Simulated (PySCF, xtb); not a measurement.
CBr₃, SMILES Br[C](Br)Br, multiplicity 2.

Harmonic wavenumbers (cm⁻¹) from GFN2-xTB run with xtb at its own minimum, in rising order: 142, 142, 222, 360, 678, 679.

### Question
What does PySCF with PBE0-D3(BJ)/def2-SVP give at its own minimum? (The exact figures need the calculation; the answer reports its results.)

### Answer
163, 163, 210, 310, 815, 815. Paired by order, the mean absolute difference is 63 cm⁻¹ and the zero-point energies are 3.2 and 3.5 kcal/mol.
